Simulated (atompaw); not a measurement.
**Pseudopotential generation for zirconium (Zr): PAW (atompaw), PBE, scalar-relativistic.**

zirconium, PAW, made with atompaw 4.2.0.5 (PBE, scalar-relativistic). Core [Ar] 3d10 4s2, reference 4p6 4d2 5s0 5p0 (charge +2). Waves: 5s (bound, empty): rc 2.70 bohr; 5s channel at 1.75 Ry: rc 2.70 bohr; 4p (bound): rc 1.60 bohr; 5p (bound, empty): rc 2.70 bohr; 4d (bound): rc 2.05 bohr; 4d channel at 1.05 Ry: rc 2.05 bohr. Local part: ultrasoft scheme with l = 3 at 0 Ry, radius 2.00 bohr. Core correction: smooth core density matched at 2.30 bohr. Augmentation charge: besselshape compensation charge, radius 2.50 bohr; PAW radius 2.70 bohr; waves and projectors: custom polynom gramschmidtortho.

**Question.** Does the generator finish with these settings?

**Answer.** Yes, a potential is produced.

**Question.** Estimate the cutoffs (Ry, on a coarse ladder) from which the occupation-weighted sum of valence levels, in a spherical-Bessel basis at the reference potential, stays within 10 and 1 mRy of its value at 400 Ry.

**Answer.** 25 Ry and 40 Ry.

**Question.** Does the potential have ghost states?

**Answer.** Ghost state, extra bound levels that the all-electron valence spectrum of the same l lacks: s at -137.6 eV. A true bound ghost makes a file unfit for plane-wave use.

**Question.** Is the overlap operator S = 1 + Σ q|β⟩⟨β| positive definite (Bessel basis up to 400 Ry)?

**Answer.** Yes: its lowest eigenvalue is 0.10 (s channel).
